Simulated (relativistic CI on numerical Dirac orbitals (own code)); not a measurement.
# One change at a time: In⁴⁰⁺

Base calculation: Dirac-Coulomb-Breit CI, orbitals from a KLI potential per configuration, model QED, unscaled Slater integrals.

Configuration list (outside the closed core 1s2): 2s²2p⁵, 2s2p⁶, 2p⁶3s, 2p⁶3p, 2p⁶3d, 2s²2p⁴3s, 2s²2p⁴3p, 2s²2p⁴3d, 2s2p⁵3s, 2s2p⁵3p, 2s2p⁵3d, 2s²2p⁴4s, 2s²2p⁴4p, 2s²2p⁴4d, 2s²2p⁴4f, 2s2p⁵4s. Levels of other configurations are missing.

Variants: (1) P86 correlation estimate; (2) configuration mixing switched off; (3) one mean potential for all configurations. Shifts of the energy above 2s²2p⁵ ²P°3/2, in eV, for the lowest level and the first level of each name with at least 55 % of one term (blank where a level changes its place among those of its configuration and J or its character, or is not in the variant):

```csv
Level,Base,Δ(1),Δ(2),Δ(3)
2s²2p⁵ ²P°3/2,0.00,0.00,0.00,0.00
2s²2p⁵ ²P°1/2,217.71,0.00,-0.03,-0.01
2s2p⁶ ²S1/2,486.84,+0.30,+0.73,+0.26
2s²2p⁴3s ⁴P5/2,3485.29,+1.52,+0.34,+0.62
2s²2p⁴3s ²P3/2,3492.10,+1.52,+0.37,+0.68
2s²2p⁴3s ²S1/2,3520.50,+1.52,+3.41,+0.37
2s²2p⁴3p ²P°1/2,3592.40,+1.67,+3.35,+0.28
2s²2p⁴3p ⁴D°7/2,3619.34,+1.67,-0.12,+0.56
2s²2p⁴3s ⁴P3/2,3700.14,+1.52,+0.99,+0.99
2s²2p⁴3s ²P1/2,3706.04,+1.52,+0.95,+1.06
2s²2p⁴3s ²D5/2,3716.72,+1.51,+1.15,+0.91
2s²2p⁴3s ²D3/2,3720.24,+1.52,+0.83,+0.95
2s²2p⁴3d ⁴F9/2,3722.39,+1.29,-0.44,+0.57
2s²2p⁴3p ⁴P°1/2,3772.95,+1.67,+0.53,+0.85
2s²2p⁴3p ²F°5/2,3791.13,+1.67,+0.08,+0.79
2s²2p⁴3p ⁴D°5/2,3832.09,+1.67,+1.11,+0.89
2s²2p⁴3p ²F°7/2,3849.30,+1.67,-0.01,+0.83
2s²2p⁴3d ⁴D1/2,3917.82,+1.29,+0.16,+0.89
2s²2p⁴3d ⁴F5/2,3930.82,+1.29,-0.11,+0.91
2s2p⁵3s ⁴P°5/2,3935.06,+1.80,-3.05,+0.37
2s²2p⁴3d ²G7/2,3939.03,+1.29,-0.41,+0.83
2s2p⁵3s ²P°3/2,3949.06,+1.80,-2.17,+0.48
```

At this charge energies of transitions that change n are usually good to better than 1 %, and those within a shell (Δn = 0) to a few per cent.

Ionisation energy from the two ground configurations alone: base 6323.72 eV; P86 correlation estimate 6325.69 eV. The NIST ASD value (semi-empirical) is 6331 eV.

LS names give the leading component of a level, which can be under half, so a name can repeat, a term be missing and a line seem to break the LS rules.
